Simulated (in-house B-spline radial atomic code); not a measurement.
## BSE on G0W0@HF excitations of Ga II (Ga+)

Method: BSE on G0W0@HF. Computed with a B-spline radial code for spherical atoms: linear response of the closed shell [Ar] 3d10 4s2 with a statically screened interaction on G0W0 levels; non-relativistic, point nucleus, no spin-orbit coupling, no double excitations, S, P, D and F terms only; shells from n = 2 respond. Only terms of natural parity with L up to 3 were computed.

Without relativity these are model numbers for so heavy an element.

Only levels near the gap carry their own quasi-particle shift, so the BSE energies are approximate.

Command:
```bash
python run_td.py task.json out
```
Settings (radii: box in bohr, nucleus in fm):
```
Z                        31
electrons                30
configuration            [Ar] 3d10 4s2
hamiltonian              nr
method                   bse
box_radius               41.61
intervals                57
```

Time taken, with all properties: 6.3 s on 1 thread of Arm Neoverse N1, with other jobs on the host.

The lowest states, in the order of their Tamm-Dancoff energies; the method's threshold (minus the highest G0W0 level) is 20.111 eV. Labels give the largest channel, * marks a mixed state, and oscillator strengths are full-response dipole values. Measured ¹D terms are left out, since they can mix with doubly excited terms. Energies in eV:

```json
{"state": "4s → 4p 3P", "full response": "5.407", "Tamm-Dancoff": "5.550", "oscillator strength": "-", "measured (J-weighted term)": "5.987"}
{"state": "4s → 4p 1P", "full response": "8.589", "Tamm-Dancoff": "9.033", "oscillator strength": "1.76", "measured (J-weighted term)": "8.766"}
{"state": "4s → 5s 3S", "full response": "12.535", "Tamm-Dancoff": "12.546", "oscillator strength": "-", "measured (J-weighted term)": "12.764"}
{"state": "4s → 5s 1S", "full response": "13.194", "Tamm-Dancoff": "13.213", "oscillator strength": "-", "measured (J-weighted term)": "13.224"}
{"state": "4s → 4d 3D", "full response": "13.860", "Tamm-Dancoff": "13.866", "oscillator strength": "-", "measured (J-weighted term)": "14.116"}
{"state": "4s → 4d 1D", "full response": "14.291", "Tamm-Dancoff": "14.298", "oscillator strength": "-", "measured (J-weighted term)": "-"}
{"state": "4s → 5p 3P", "full response": "14.396", "Tamm-Dancoff": "14.404", "oscillator strength": "-", "measured (J-weighted term)": "14.708"}
{"state": "4s → 5p 1P", "full response": "14.781", "Tamm-Dancoff": "14.845", "oscillator strength": "0.013", "measured (J-weighted term)": "-"}
{"state": "4s → 6s 3S", "full response": "16.141", "Tamm-Dancoff": "16.144", "oscillator strength": "-", "measured (J-weighted term)": "-"}
{"state": "4s → 6s 1S", "full response": "?", "Tamm-Dancoff": "?", "oscillator strength": "-", "measured (J-weighted term)": "-"}
{"state": "4s → 5d 3D", "full response": "16.610", "Tamm-Dancoff": "16.612", "oscillator strength": "-", "measured (J-weighted term)": "-"}
{"state": "4s → 4f 3F", "full response": "16.682", "Tamm-Dancoff": "16.682", "oscillator strength": "-", "measured (J-weighted term)": "-"}
{"state": "4s → 4f 1F", "full response": "16.707", "Tamm-Dancoff": "16.707", "oscillator strength": "-", "measured (J-weighted term)": "-"}
{"state": "4s → 5d 1D", "full response": "16.773", "Tamm-Dancoff": "16.776", "oscillator strength": "-", "measured (J-weighted term)": "-"}
{"state": "4s → 6p 3P", "full response": "?", "Tamm-Dancoff": "?", "oscillator strength": "-", "measured (J-weighted term)": "-"}
{"state": "4s → 6p 1P", "full response": "17.003", "Tamm-Dancoff": "17.024", "oscillator strength": "7.48e-05", "measured (J-weighted term)": "-"}
```

Q: Where does 4s → 6p 3P lie?

A: At 16.869 eV in full response, 16.871 eV in Tamm-Dancoff.

Q: Where does 4s → 6s 1S lie?

A: At 16.355 eV in full response, 16.362 eV in Tamm-Dancoff.

Q: How large is the singlet-triplet splitting of 4s → 4p (P terms) in Tamm-Dancoff?

A: 3.48 eV, from the unrounded values.

Q: What polarisabilities and dispersion coefficient does the method give?

A: Dipole 19.23 bohr³, quadrupole 88.77 bohr⁵, C6 99.23 hartree·bohr⁶ for two such species.
